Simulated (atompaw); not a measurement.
# Pseudopotential generation for chlorine (Cl): PAW (atompaw), LDA (PW92), scalar-relativistic.

Cl (Z = 17), PAW, made with atompaw 4.2.0.5 (LDA (PW92), scalar-relativistic). Core [Ne], reference 3s2 3p5. Waves: 3s (bound): rc 1.40 bohr; 3s channel at 0.2 Ry: rc 1.40 bohr; 3p (bound): rc 1.40 bohr; 3p channel at 2.9 Ry: rc 1.15 bohr. Local part: vpsmatchnc scheme with l = 2 at 0 Ry, radius 1.10 bohr. Core correction: smooth core density matched at 1.25 bohr. Augmentation charge: sinc compensation charge, radius 1.25 bohr; PAW radius 1.40 bohr; waves and projectors: custom polynom vanderbiltortho.

All-electron outer shells of the reference configuration (LDA (PW92), scalar-relativistic, ld1.x):

```
shell  level (eV)  outermost node (bohr)  outermost maximum (bohr)
   2s     -251.72                   0.12                      0.36
   2p     -191.62                      –                      0.30
   3s      -20.69                   0.56                      1.27
   3p       -8.70                   0.53                      1.43
```

Problem. Does the generator finish with these settings?

Solution. Yes, a potential is produced.

Problem. Estimate the cutoffs (Ry, on a coarse ladder) from which the occupation-weighted sum of valence levels, in a spherical-Bessel basis at the reference potential, stays within 10 and 1 mRy of its value at 400 Ry.

Solution. 18 Ry and 45 Ry.

Problem. Does the potential have ghost states?

Solution. Ghost state, extra bound levels that the all-electron valence spectrum of the same l lacks: s at -1174.4 eV. A true bound ghost makes a file unfit for plane-wave use.

Problem. Is the overlap operator S = 1 + Σ q|β⟩⟨β| positive definite (Bessel basis up to 400 Ry)?

Solution. Yes: its lowest eigenvalue is 0.05 (s channel).

Problem. Which valence shell sets the plane-wave cutoff?

Solution. 3p: its level needs 30 Ry to come within 1 mRy, against 18 Ry for 3s.
